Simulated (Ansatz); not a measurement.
```xyz
10

N     0.977    1.138    1.382
C     0.501    0.216    0.652
O     0.870   -1.062    0.903
B    -0.503    0.378   -0.558
N    -0.913   -0.748   -1.242
H     0.618    2.041    1.085
H     1.478   -1.031    1.655
H    -0.896    1.464   -0.867
H    -1.548   -0.731   -2.021
H    -0.585   -1.666   -0.987
```

The species carries charge 0 and has multiplicity 1.

(1) List the B3LYP/def2-TZVPP orbital energies in eV (the Gaussian-basis code of Ansatz). (Best estimate.)

## Answers

(1) The calculation gave: Occupied: -521.32, -389.95, -388.90, -278.76, -183.58, -29.21, -24.15, -24.04, -17.33, -14.83, -14.53, -13.85, -12.48, -11.38, -10.65, -9.75, -8.73, -7.63, -7.48. Lowest empty: -1.19, 0.56, 1.24, 1.57, 1.86, 2.07, 2.82, 3.32.

B3LYP here is the variant with VWN-RPA as its local correlation; programs differ in this.
